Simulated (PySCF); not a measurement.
A calculated (wB97X-V, PySCF 2.14, x2c-TZVPPall with one added diffuse shell each of s, p, d type, scalar relativity by spin-free X2C-1e) atom or ion has these occupied shells.

```
shell  electrons  orbital energy (eV)  rms radius, mean of both spins (bohr)
   1s          2              -1537.6                                  0.139
   2s          2              -124.88                                  0.682
   2p          6              -84.751                                  0.678
   3s          2              -17.985                                   2.57
```

Task: Name the element and its charge.

Result: Al⁺ (aluminium, charge +1), in [Ne] 3s2, closed-shell 1S.
